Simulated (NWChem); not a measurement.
System: WSCl3 cation; SMILES [S]=[W+]([Cl])([Cl])[Cl]

NWChem input:

```
start job
memory heap 200 mb stack 900 mb global 1100 mb
charge 1
geometry units angstroms noautoz
  W      0.000000     0.000000    -0.008636
  S      0.000000     0.000000     2.094469
  Cl     2.006893    -0.694237    -0.643438
  Cl    -1.604674    -1.390902    -0.643438
  Cl    -0.402220     2.085139    -0.643438
end
basis spherical
  * library def2-svp
end
ecp
  W library def2-ecp
end
dft
  xc m06-2x
  grid coarse
  iterations 150
  mulliken
end
task dft gradient
```

NWChem printed, in part:

```
             Northwest Computational Chemistry Package (NWChem) 7.3.0
             --------------------------------------------------------

 C3  symmetry detected

                             Geometry "geometry" -> ""
                             -------------------------

 Output coordinates in angstroms (scale by  1.889725989 to convert to a.u.)

  No.       Tag          Charge          X              Y              Z
 ---- ---------------- ---------- -------------- -------------- --------------
    1 W                   74.0000     0.00000000     0.00000000    -0.00904098
    2 S                   16.0000    -0.00000000    -0.00000000     2.09406402
    3 Cl                  17.0000    -1.17444881    -1.76925287    -0.64384298
    4 Cl                  17.0000    -0.94499353     1.90172894    -0.64384298
    5 Cl                  17.0000     2.11944233    -0.13247607    -0.64384298

 Effective nuclear repulsion energy (a.u.)    1448.3238093126

      Symmetry information
      --------------------

 Group name             C3
 Group number              5
 Group order               3
 No. of unique centers     3

                                 NWChem DFT Module
                                 -----------------

 Summary of "ao basis" -> "ao basis" (spherical)
 ------------------------------------------------------------------------------
       Tag                 Description            Shells   Functions and Types
 ---------------- ------------------------------  ------  ---------------------
 W                          def2-svp                12       32   6s3p2d1f
 S                          def2-svp                 8       18   4s3p1d
 Cl                         def2-svp                 8       18   4s3p1d

      Symmetry analysis of basis
      --------------------------

        a          40
        e+         32
        e-         32

  Rotation of axis

            General Information
            -------------------
          SCF calculation type: DFT
          Wavefunction type:  closed shell.
          No. of atoms     :     5
          No. of electrons :    80
           Alpha electrons :    40
            Beta electrons :    40
          Charge           :     1
          Spin multiplicity:     1
          Use of symmetry is: on ; symmetry adaption is: on
          Maximum number of iterations: 150
          AO basis - number of functions:   104
                     number of shells:    44
          Convergence on energy requested:  1.00D-06
          Convergence on density requested:  1.00D-05
          Convergence on gradient requested:  5.00D-04

              XC Information
              --------------
                       M06-2X Method XC Functional
                     Hartree-Fock (Exact) Exchange  0.540
                        M06-2X Exchange Functional  1.000
                      M06-2X Correlation Potential  1.000

             Grid Information
             ----------------
          Grid used for XC integration:  coarse
          Radial quadrature: Mura-Knowles
          Angular quadrature: Lebedev.
          Tag              B.-S. Rad. Rad. Pts. Rad. Cut. Ang. Pts.
          ---              ---------- --------- --------- ---------
          W                   1.35      104           8.0       302
          S                   1.00       70           9.0       302
          Cl                  1.00       70           9.0       302
          Grid pruning is: on
          Number of quadrature shells:   244
          Spatial weights used:  Erf1

      Superposition of Atomic Density Guess
      -------------------------------------

 Sum of atomic energies:       -1848.49449254

 Renormalizing density from      81.00 to     80

      Non-variational initial energy
      ------------------------------

 Total energy =   -1828.096470
 1-e energy   =   -3472.984522
 2-e energy   =    1168.698220
 HOMO         =      -0.595803
 LUMO         =      -0.306500

      Symmetry analysis of molecular orbitals - initial
      -------------------------------------------------

  Numbering of irreducible representations:

     1 a           2 e+          3 e-

  Orbital symmetries:

     1 a           2 e+          3 e+          4 a           5 a
     6 e+          7 e+          8 a           9 a          10 e+
    11 e+         12 e+         13 e+         14 a          15 e+
    16 e+         17 a          18 a          19 e+         20 e+
    21 a          22 a          23 e+         24 e+         25 a
    26 e+         27 e+         28 a          29 a          30 e+
    31 e+         32 e+         33 e+         34 a          35 e+
    36 e+         37 a          38 a          39 e+         40 e+
    41 e+         42 e+         43 e+         44 e+         45 a
    46 a          47 e+         48 e+         49 a          50 a

     ---------------------------------------------
      Total Density - Mulliken Population Analysis
     ---------------------------------------------

    Atom       Charge   Shell Charges
 -----------   ------   -------------------------------------------------------
    1 W   14    11.32   0.04 -0.35  1.80  0.52  0.51  0.04  5.50  0.62  0.09  1.96  0.49  0.10
    2 S   16    16.61   2.00  2.00  1.33  0.60  5.95  2.06  2.63  0.04
    3 Cl  17    17.36   2.00  2.00  1.31  0.64  5.96  2.34  3.10  0.02
    4 Cl  17    17.36   2.00  2.00  1.31  0.64  5.96  2.34  3.10  0.02
    5 Cl  17    17.36   2.00  2.00  1.31  0.64  5.96  2.34  3.10  0.02

   convergence    iter        energy       DeltaE   RMS-Dens  Diis-err
 ---------------- ----- ----------------- --------- --------- ---------
 d= 0,ls=0.0,diis     1  -1844.5609609728 -2.32D+03  4.65D-02  3.61D+00
 d= 0,ls=0.0,diis     2  -1840.3586779219  4.20D+00  3.67D-02  3.49D+01
 d= 0,ls=0.0,diis     3  -1845.0165646775 -4.66D+00  6.20D-03  1.31D-01
 d= 0,ls=0.0,diis     4  -1845.0119436388  4.62D-03  3.24D-03  1.64D-01
 d= 0,ls=0.0,diis     5  -1845.0370536367 -2.51D-02  2.83D-04  1.46D-03
  Resetting Diis
 d= 0,ls=0.0,diis     6  -1845.0372139259 -1.60D-04  1.01D-04  2.22D-04
 d= 0,ls=0.0,diis     7  -1845.0372449543 -3.10D-05  7.55D-05  1.08D-05
 d= 0,ls=0.0,diis     8  -1845.0372370942  7.86D-06  5.40D-05  7.53D-05
 d= 0,ls=0.0,diis     9  -1845.0372468546 -9.76D-06  7.57D-06  5.68D-07
 d= 0,ls=0.0,diis    10  -1845.0372469574 -1.03D-07  5.51D-06  8.89D-08

         Total DFT energy =    -1845.037246957386
      One electron energy =    -3500.068869778997
           Coulomb energy =     1296.351828429528
    Exchange-Corr. energy =     -117.510038167941
 Nuclear repulsion energy =      476.189832560024

 Numeric. integr. density =       80.000002821810

                  Occupations of the irreducible representations
                  ----------------------------------------------

                     irrep           alpha         beta
                     --------     --------     --------
                     a                16.0         16.0
                     e+               24.0         24.0
                     e-                0.0          0.0

                       DFT Final Molecular Orbital Analysis
                       ------------------------------------

 Vector   38  Occ=2.000000D+00  E=-6.067402D-01  Symmetry=a
              MO Center= -8.1D-14,  5.3D-14, -6.3D-01, r^2= 5.5D+00
   Bfn.  Coefficient  Atom+Function         Bfn.  Coefficient  Atom+Function
  ----- ------------  ---------------      ----- ------------  ---------------
    98      0.372119  5 Cl py                79     -0.333972  4 Cl px
    61      0.310557  3 Cl px                95      0.287344  5 Cl py
    76     -0.257847  4 Cl px                58      0.239848  3 Cl px
    62     -0.206338  3 Cl py                80     -0.165782  4 Cl py
    92      0.162773  5 Cl py                59     -0.159260  3 Cl py

 Vector   39  Occ=2.000000D+00  E=-5.650987D-01  Symmetry=e+
              MO Center= -2.7D-01,  2.6D-01,  8.8D-01, r^2= 4.3D+00
   Bfn.  Coefficient  Atom+Function         Bfn.  Coefficient  Atom+Function
  ----- ------------  ---------------      ----- ------------  ---------------
    44      0.414718  2 S  py                41      0.339444  2 S  py
    81     -0.284064  4 Cl pz                17      0.252013  1 W  d -1
    78     -0.218829  4 Cl pz                38      0.186571  2 S  py
    63      0.185012  3 Cl pz                80     -0.172306  4 Cl py
    60      0.142517  3 Cl pz                43     -0.123056  2 S  px

 Vector   40  Occ=2.000000D+00  E=-5.650987D-01  Symmetry=e+
              MO Center=  2.7D-01, -2.6D-01,  8.8D-01, r^2= 4.3D+00
   Bfn.  Coefficient  Atom+Function         Bfn.  Coefficient  Atom+Function
  ----- ------------  ---------------      ----- ------------  ---------------
    43      0.414718  2 S  px                40      0.339444  2 S  px
    99     -0.270821  5 Cl pz                19     -0.252013  1 W  d  1
    63      0.221192  3 Cl pz                96     -0.208623  5 Cl pz
    37      0.186571  2 S  px                97     -0.182509  5 Cl px
    60      0.170400  3 Cl pz                44      0.123056  2 S  py

[...]

                         DFT ENERGY GRADIENTS

    atom               coordinates                        gradient
                 x          y          z           x          y          z
   1 W       0.000000   0.000000  -0.017085   -0.000000   0.000000  -0.027597
   2 S      -0.000000  -0.000000   3.957207   -0.000000   0.000000   0.032397
   3 Cl     -2.219386  -3.343403  -1.216687   -0.003797  -0.005614  -0.001600
   4 Cl     -1.785779   3.593747  -1.216687   -0.002964   0.006095  -0.001600
   5 Cl      4.005165  -0.250343  -1.216687    0.006760  -0.000481  -0.001600
```

Level: M06-2X/def2-SVP with def2 effective core potentials on W. Structure relaxed at the PBE-D3(BJ)/def2-SVP level. This spin state was assumed; another may lie lower. def2 effective core potentials on W; no spin-orbit coupling.
